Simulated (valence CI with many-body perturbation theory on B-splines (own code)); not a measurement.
# Level structure of Tc XX

Computed by valence CI with perturbative core correlation (CI+MBPT): six valence electrons over a frozen Dirac-Fock core [Ar], radial functions for each j: 7 s, 7 p, 8 d, 6 f, 4 g, 1 h, with the one-electron correlation potential Σ1 (screened to all orders), the two-electron term Σ2, the three-electron term Σ3, Breit, model QED; selected single and double excitations, second order for the rest, scaled by the run's own slope (own B-spline code, finite nucleus).

No measured spectrum was set against this ion. As an estimate, terms of the open shell hold to 2 to 4 % of their energy, and close levels can change places. Core correlation moves these levels by up to 9900 cm⁻¹, and in measured spectra 5 to 20 % of such shifts remained as error; rates that hang on mixing are uncertain with them. Among the levels kept, up to 830 cm⁻¹ of a level comes from second order outside the variational space, and about a tenth of that is noise between levels of different J, which matters for small intervals. Only levels of the ground parity were solved; by the run's estimate the other parity begins above the list, which can be wrong where configurations are misplaced.

Levels 1 to 34 of 34, with energies above the lowest level, 3d⁶ ⁵D_4. "Leading %" is the weight of the configuration and term that name the level; weights of strongly mixed levels are sums over their largest components and can fall short. Lifetimes count E1, E2, E3, M1 and M2 decay at the calculated energies, and are blank where another channel may lead or the interval is too uncertain; long ones can be off by a factor of two.

| No. | Configuration | Term | J | E (cm⁻¹) | Leading % | Lifetime | Second component |
| --- | --- | --- | --- | --- | --- | --- | --- |
| 1 | 3d⁶ | ⁵D | 4 | 0 | 89 |  | 9 % 3d⁶ ³F |
| 2 | 3d⁶ | ⁵D | 3 | 18645 | 95 | 4.68 ms |  |
| 3 | 3d⁶ | ⁵D | 2 | 20847 | 78 | 1.83 s | 17 % 3d⁶ ³P |
| 4 | 3d⁶ | ⁵D | 1 | 29309 | 88 | 21.1 ms | 10 % 3d⁶ ³P |
| 5 | 3d⁶ | ⁵D | 0 | 31253 | 86 | 958 ms | 12 % 3d⁶ ³P |
| 6 | 3d⁶ | ³H | 4 | 66305 | 27 | 1.00 ms | 26 % 3d⁶ ³F |
| 7 | 3d⁶ | ³P | 2 | 74704 | 68 | 403 μs | 21 % 3d⁶ ⁵D |
| 8 | 3d⁶ | ³H | 6 | 76036 | 89 | 4960 s | 11 % 3d⁶ ¹I |
| 9 | 3d⁶ | ³H | 5 | 77278 | 58 | 18.0 ms | 41 % 3d⁶ ³G |
| 10 | 3d⁶ | ³F | 3 | 90300 | 64 | 832 μs | 29 % 3d⁶ ³G |
| 11 | 3d⁶ | ³F | 2 | 92763 | 82 | 1.46 ms | 13 % 3d⁶ ¹D |
| 12 | 3d⁶ | ³H | 4 | 100010 | 56 | 640 μs | 39 % 3d⁶ ³F |
| 13 | 3d⁶ | ¹S | 0 | 107590 | 49 | 352 μs | 40 % 3d⁶ ³P |
| 14 | 3d⁶ | ³G | 5 | 110980 | 58 | 1.50 ms | 41 % 3d⁶ ³H |
| 15 | 3d⁶ | ³P | 1 | 114340 | 52 | 356 μs | 39 % 3d⁶ ³D |
| 16 | 3d⁶ | ³G | 4 | 115840 | 70 | 2.00 ms | 17 % 3d⁶ ¹G |
| 17 | 3d⁶ | ³D | 2 | 121470 | 73 | 1.32 ms | 12 % 3d⁶ ³P |
| 18 | 3d⁶ | ³G | 3 | 123730 | 61 | 1.06 ms | 33 % 3d⁶ ³F |
| 19 | 3d⁶ | ³D | 3 | 128920 | 87 | 539 μs | 6 % 3d⁶ ³G |
| 20 | 3d⁶ | ¹I | 6 | 129580 | 89 | 1.44 ms | 11 % 3d⁶ ³H |
| 21 | 3d⁶ | ³D | 1 | 133110 | 58 | 462 μs | 41 % 3d⁶ ³P |
| 22 | 3d⁶ | ¹G | 4 | 149890 | 68 | 438 μs | 16 % 3d⁶ ³F |
| 23 | 3d⁶ | ³P | 0 | 155840 | 85 | 699 μs | 15 % 3d⁶ ¹S |
| 24 | 3d⁶ | ¹D | 2 | 159010 | 66 | 463 μs | 12 % 3d⁶ ³F |
| 25 | 3d⁶ | ¹F | 3 | 161620 | 70 | 1.38 ms | 27 % 3d⁶ ³F |
| 26 | 3d⁶ | ³P | 1 | 188550 | 97 |  |  |
| 27 | 3d⁶ | ³P | 0 | 195570 | 60 | 146 μs | 37 % 3d⁶ ¹S |
| 28 | 3d⁶ | ³F | 4 | 199680 | 85 |  | 10 % 3d⁶ ¹G |
| 29 | 3d⁶ | ³F | 2 | 201700 | 95 | 375 μs |  |
| 30 | 3d⁶ | ³F | 3 | 218280 | 69 |  | 22 % 3d⁶ ¹F |
| 31 | 3d⁶ | ³P | 2 | 218860 | 88 | 314 μs | 7 % 3d⁶ ¹D |
| 32 | 3d⁶ | ¹G | 4 | 230100 | 86 |  | 12 % 3d⁶ ³F |
| 33 | 3d⁶ | ¹D | 2 | 293120 | 98 |  |  |
| 34 | 3d⁶ | ¹S | 0 | 374500 | 98 | 117 μs |  |

Names give the largest LS component (configuration and term), which can be under half, so a name can repeat, a term be missing and a line seem to break the LS rules; names also repeat where a configuration has a term twice.

Where two levels of one J and parity lie close, their mixing, g and order are uncertain.

The ionisation energy to 3d⁵ ⁶S5/2 of the next ion comes out as 829.91 eV (NIST: 829 ± 4 eV (theoretical)). All 34 levels together are meant to be complete up to 390130 cm⁻¹.
